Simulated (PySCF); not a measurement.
Constitutional and geometric isomers with formula H4O2Si2. Isolated molecules, 0 K electronic values unless said otherwise. One relaxed conformer stands for each flexible species; it need not be the lowest. Strings in code marks are SMILES. Quantity: electronic energy of isomers of H4O2Si2 relative to `O=[SiH]O[SiH3]` (O–Si–O–Si torsion 1°). Level 1: PBE-D3(BJ)/def2-TZVP // r2SCAN-D4/def2-TZVP (PySCF). Level 2: r2SCAN-D4/def2-TZVP (PySCF).

```tsv
case	level 1 (kcal/mol)	level 2 (kcal/mol)
`O=[Si](O)[SiH3]` (Si–Si–O–H torsion 0°)	17.8	22.7
`O[Si](O)=[SiH2]` (H–O–Si–Si torsion -19°, Si–Si–O–H torsion -165°)	23.8	30.4
`O=[SiH][SiH2]O` (O–Si–Si–O torsion 180°, Si–Si–O–H torsion 180°)	30.7	36.0
`O/[SiH]=[SiH]\O` (H–O–Si–Si torsion 52°, Si–Si–O–H torsion -118°)	36.4	withheld
`O/[SiH]=[SiH]/O` (H–O–Si–Si torsion -58°, Si–Si–O–H torsion 58°)	37.4	44.7
```

Problem. Fit level 2 = a + b·x to the 4 complete rows by least squares, with x = level 1 in kcal/mol. Give a, b and the rms residual, and predict the withheld value.

Solution. Means of the 4 rows: x̄ = 27.425, ȳ = 33.45 kcal/mol. Σ(x − x̄)² = 216.01 and Σ(x − x̄)(y − ȳ) = 235.1, so b = 1.088 and a = ȳ − b·x̄ = 3.61 kcal/mol. The rms residual is 0.72 kcal/mol. At x = 36.4 the line gives 43.2 kcal/mol. The run for `O/[SiH]=[SiH]\O` (H–O–Si–Si torsion 52°, Si–Si–O–H torsion -118°) gave 43.7 kcal/mol, so the line is off by 0.5 kcal/mol, within twice the rms residual.

Codes: PySCF.
